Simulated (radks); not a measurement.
The numbers below are computed, except where a source is named.
Problem. All-electron atom: P I in [Ne] 3s2 3p3. Level of theory: non-relativistic Kohn-Sham, exchange-only B88, spin-polarised, spherical densities, point nucleus; open shells are filled with parallel spins first (a radial shooting solver on a logarithmic mesh with Libxc functionals). Some entries of the table are withheld. Estimate them.

| orbital | occ. | eigenvalue (hartree) | <r^2> (bohr^2) |
|---|---|---|---|
| 1s up | 1 | -76.35741 | 0.01454 |
| 1s down | 1 | -76.34613 | 0.01454 |
| 2s up | 1 | -6.30581 | (1) |
| 2s down | 1 | -6.29320 | (2) |
| 2p up | 3 | (3) | 0.2973 |
| 2p down | 3 | (4) | 0.2961 |
| 3s up | 1 | -0.51835 | 4.199 |
| 3s down | 1 | -0.39214 | 4.339 |
| 3p up | 3 | -0.20996 | 6.659 |
| 3p down | 0 | -0.09373 | 8.604 |

Solution. 
(1) 2s up <r^2> (bohr^2): 0.3256
(2) 2s down <r^2> (bohr^2): 0.3248
(3) 2p up eigenvalue (hartree): -4.53010
(4) 2p down eigenvalue (hartree): -4.51305
